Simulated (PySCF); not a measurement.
# Basis-set dependence of the ionisation energy of Pm

Pm [Xe] 4f5 6s2 (high-spin determinant) → Pm⁺ [Xe] 4f5 6s1 (high-spin determinant). Calculated with PySCF 2.14 from differences of total energies of unrestricted determinants, without spin-orbit coupling. Values in eV.

| basis | Hamiltonian | functions | UHF | PBE | PBE0 | MP2 (valence) |
| --- | --- | --- | --- | --- | --- | --- |
| cc-pVDZ-X2C | spin-free X2C | 84 | 4.542 | 5.570 | 5.457 | 5.426 |
| ANO-RCC-VTZP | spin-free X2C | 104 | 4.539 | 5.520 | 5.421 | 5.420 |
| x2c-TZVPPall | spin-free X2C | 113 | 4.538 | 5.488 | 5.396 | 5.427 |
| x2c-TZVPPall with one added diffuse shell each of s, p, d, f type | spin-free X2C | 129 | 4.539 | n/a | n/a | n/a |

Frozen in the all-electron rows: valence: [Kr] 4d10.

Both determinants mix LS terms of the configuration, so the numbers do not refer to single terms; with the open shell unchanged, much of this cancels in the difference.

Between the lowest levels the reference is 5.582 eV (measured; NIST Atomic Spectra Database, ionization energies); it includes spin-orbit coupling, which these numbers lack.
